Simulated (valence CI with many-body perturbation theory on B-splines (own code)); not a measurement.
**Sensitivity of CI+MBPT for Au⁷⁴⁺**

Calculated by configuration interaction combined with many-body perturbation theory (CI+MBPT): three valence electrons over a frozen Dirac-Fock core [He], a basis of 6 s, 6 p, 5 d, 3 f, 1 g functions for each j, with the one-electron correlation potential Σ1, the two-electron term Σ2, the three-electron term Σ3, Breit, model QED; selected CI, second order for the rest, scaled by the run's own slope (own B-spline code, finite nucleus).

The last digits are not significant, and no measured levels were compared; by estimate large intervals hold to a few tenths of a per cent, small ones and those within an open d or f shell to about a per cent.

The reference run has the lowest level (2s^2 2p1/2) J=1/2 and an ionisation energy of 21918.0 eV. Its largest variational space holds 3237 state functions.

Levels are named by their leading jj configuration (3d3/2^4 stands for four electrons in 3d with j = 3/2), which in mixed levels can hold well under half, so a name can repeat and another be missing. Letters in brackets count levels of one name in rising energy.

Changed runs:
A. scale of Σ1 1 → 0.9
B. highest l with Σ1, explicit Σ2 and valence Breit (higher l get mean screening factors) 3 → 2; orbitals per symmetry with explicit Σ2 and valence Breit (the others get mean screening factors) 5 → 2
C. scale of Σ2 1 → 0.5
D. factor on the speed of light 1 → 1.1 (bad on purpose)

Excitation energies of the reference run in eV, and shifts in cm⁻¹:

```tsv
Level	Reference	A	B	C	D
(2s 2p1/2^2) J=1/2	304.7	+313	+1025	+744	-175571
(2s^2 2p3/2) J=3/2	1977.3	-213	-321	+79	-3337933
(2s 2p1/2 2p3/2) J=3/2 [a]	2192.9	+96	-313	+332	-3478087
(2s 2p1/2 2p3/2) J=5/2	2235.0	+96	-954	+529	-3460677
(2s 2p1/2 2p3/2) J=1/2	2315.6	+96	+43	+1443	-3493465
(2s 2p1/2 2p3/2) J=3/2 [b]	2317.3	+96	+15	+1117	-3486020
(2p1/2^2 2p3/2) J=3/2	2631.9	+401	+1468	+2113	-3651796
(2s 2p3/2^2) J=5/2	4188.0	-123	-814	+358	-6802213
(2s 2p3/2^2) J=1/2	4307.8	-124	+1078	+478	-6830916
(2s 2p3/2^2) J=3/2	4308.3	-123	-48	+1307	-6830205
(2p1/2 2p3/2^2) J=3/2	4554.4	+191	+97	+1861	-6972065
(2p1/2 2p3/2^2) J=5/2	4577.0	+191	-324	+1670	-6952738
Ionisation energy (eV)	21918.0	-0.058	-0.16	+0.047	-473.3
```
